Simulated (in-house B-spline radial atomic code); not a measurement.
Values are calculated unless marked as measured or tabulated.
# Weak and strong correlation along the adiabatic connection

Two-electron singlets in several external potentials (atomic units), by full CI in B-splines with partial waves to l = 8 (correlation energies up to 0.6 % small). The repulsion is scaled by λ at fixed density; W(λ) is the mean repulsion less the Hartree energy, W(0) = E_x, and the area under W from 0 to 1 is E_xc.

Relative drop (W(λ) − E_x)/E_x:

```
                            system  λ = 0.12  λ = 0.25  λ = 0.4  λ = 0.6  λ = 0.8   λ = 1
 −Z/r, Z = 6.26, wall at 1.13 bohr    0.0030    0.0062   0.0098   0.0146   0.0192  0.0238
−V exp(−r²/w²), V = 2.11, w = 7.48    0.0318    0.0610   0.0893   0.1201   0.1449  0.1652
−Z exp(−kr)/r, Z = 1.38, k = 0.123    0.0190    0.0378   0.0574   0.0805   0.1008  0.1187
  −V exp(−r²/w²), V = 28, w = 5.66    0.0136    0.0274   0.0421   0.0601   0.0762  0.0909
  ω²r²/2 − Z/r, ω = 0.092, Z = 0.3    0.0424    0.0789   0.1123   0.1466   0.1729  0.1937
     −Z/r, Z = 3, wall at 2.8 bohr    0.0068    0.0138   0.0217   0.0317   0.0412  0.0502
                ω²r²/2, ω = 0.0493    0.0753    0.1299   0.1725   0.2102   0.2357  0.2543
```

(1) Order the systems by how far second-order (GL2) theory, half the initial slope (estimated from the first points of each curve), overshoots the correlation energy, least first.
A. −Z/r, Z = 3, wall at 2.8 bohr
B. −V exp(−r²/w²), V = 28, w = 5.66
C. −Z exp(−kr)/r, Z = 1.38, k = 0.123
D. −Z/r, Z = 6.26, wall at 1.13 bohr
E. ω²r²/2, ω = 0.0493
F. ω²r²/2 − Z/r, ω = 0.092, Z = 0.3
G. −V exp(−r²/w²), V = 2.11, w = 7.48

(2) What else changes along this order?

## Answers

(1) D (GL2/E_c = 1.04), A (GL2/E_c = 1.09), B (GL2/E_c = 1.19), C (GL2/E_c = 1.26), G (GL2/E_c = 1.46), F (GL2/E_c = 1.65), E (GL2/E_c = 2.20).

(2) The ratio follows the bend of the curve. With it the leading natural occupation goes from 1.999 to 1.718 and −T_c/E_c from 0.96 to 0.46 between the first and the last.
